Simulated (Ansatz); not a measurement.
C$_{2}$H$_{8}$Al$_{2}$Cl$_{2}$ (`[CH3][Al@H-]1[Cl+][Al@@H-]([CH3])[Cl+]1`), relaxed with RKS PBE0-D4/def2-TZVP in Ansatz from a GFN2-xTB geometry. The force threshold is 0.005 eV/Å; the program also tests the step.

Total charge 0; spin multiplicity 1.

Start:

```xyz
14

C    -2.720   -0.233   -0.049
Al   -1.171   -0.886   -1.096
Cl    0.403   -1.726    0.210
Al    1.802   -0.092   -0.300
C     2.173    1.082    1.252
Cl    0.231    0.742   -1.613
H    -2.676   -0.459    1.023
H    -2.898    0.846   -0.124
H    -3.629   -0.715   -0.423
H    -1.154   -1.802   -2.334
H     2.798   -0.747   -1.277
H     1.746    0.742    2.202
H     3.255    1.130    1.407
H     1.841    2.118    1.123
```

**Question.** By how much does the energy fall, and how many steps does the optimiser take? (Best estimate.)

**Answer.** Ansatz gave: 0.33 eV, in 35 steps, 4 of them rejected.

**Question.** Which bonds change most? (Best estimate.)

**Answer.** Ansatz gave: Al2–Cl6 from 2.210 to 2.307 Å; Cl3–Al4 from 2.210 to 2.307 Å; Al4–Cl6 from 2.211 to 2.307 Å; Al2–Cl3 from 2.212 to 2.307 Å.

**Question.** Give the relaxed structure. (An estimate is asked.)

**Answer.** The calculation gave: 
```xyz
14

C    -2.510   -0.214    0.076
Al   -1.184   -0.855   -1.185
Cl    0.512   -1.893   -0.015
Al    1.841   -0.044   -0.381
C     1.948    0.982    1.261
Cl    0.222    0.889   -1.734
H    -2.051    0.339    0.900
H    -3.228    0.451   -0.412
H    -3.076   -1.045    0.508
H    -1.430   -1.691   -2.498
H     3.029   -0.495   -1.313
H     0.961    1.147    1.701
H     2.563    0.468    2.007
H     2.402    1.962    1.085
```
